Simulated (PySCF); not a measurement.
Te(OMe)(NH2) (CH₅NOTe), SMILES CO[Te]N.

Geometry optimised at B3LYP-D3(BJ)/def2-SVP. The structure was generated by enumeration, and PubChem lists no compound with its InChIKey, so it may never have been made. The def2 effective core potentials stand for the cores of Te; spin–orbit coupling is left out. Other conformers were not sampled.

Two levels are set side by side: PBE/def2-TZVP (PySCF) and PBE0/def2-TZVP (PySCF). Same geometry, gas phase. Differences are taken from unrounded values.

| quantity | PBE0 | PBE | PBE minus PBE0 |
|---|---|---|---|
| orbital gap (eV) | 4.90 | 2.93 | -1.97 |
| highest occupied level (eV) | -6.15 | -5.02 | 1.13 |
| lowest empty level (eV) | -1.25 | -2.09 | -0.84 |
| dipole moment (D) | 1.55 | 1.56 | 0.01 |
| mean polarisability (bohr³) | 61.5 | 63.9 | 2.4 |

Without exact exchange PBE keeps part of each electron's self-repulsion, which lifts occupied levels and narrows the gap. Loosely held outer electrons make PBE densities more polarisable. Differences between two approximate levels are no errors against the true value.

Rough cost on one machine, each run with all the roots and properties that it gave: PBE0 against PBE within a factor of 2.
